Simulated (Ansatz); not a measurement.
Li₁₁, relaxed as a quartet with UKS PBE0/def2-SVP in Ansatz, starting from the PBE0/def2-SVP geometry of the neutral doublet. Force threshold 0.02 eV/Å.

The structure comes from a short search, and lower isomers may exist.

Start:

```xyz
11

Li    0.070    0.497   -2.651
Li   -2.173   -2.349    1.416
Li    2.440    2.622   -1.586
Li    1.717    1.459    1.478
Li   -2.667   -0.182   -0.812
Li   -1.408    0.551    2.354
Li    2.241   -0.309   -0.824
Li   -0.450   -2.516   -1.216
Li    0.852   -1.757    2.052
Li   -0.292   -0.343    0.199
Li   -0.331    2.328   -0.410
```

```csv
step,energy (eV),largest force component (eV/Å),SCF passes
1,-2243.3929,0.212,58
2,-2243.5295,0.136,58
3,-2243.5997,0.051,57
4,-2243.6233,0.031,55
5,-2243.6276,0.020,48
6,-2243.6284,0.007,50
```

Force components are those of the run's own axes.

End:

```xyz
11

Li    0.072    0.487   -2.701
Li   -2.066   -2.215    1.341
Li    2.074    2.225   -1.346
Li    1.755    1.470    1.516
Li   -2.653   -0.149   -0.719
Li   -1.461    0.547    2.268
Li    2.521   -0.674   -0.849
Li   -0.365   -2.505   -1.083
Li    0.828   -1.809    1.903
Li   -0.010   -0.011    0.006
Li   -0.695    2.634   -0.337
```

Bonds lost: Li1–Li7, Li1–Li11, Li4–Li7, Li4–Li11 (atoms count from 1). Bonds formed: Li1–Li3, Li3–Li4 (atoms count from 1).

The force fell under the threshold at step 5, but the optimiser went on. No frequencies were taken in this run, so the end may be a saddle point.

Run time 35 s (4 threads of Arm Neoverse V2 on a shared host).
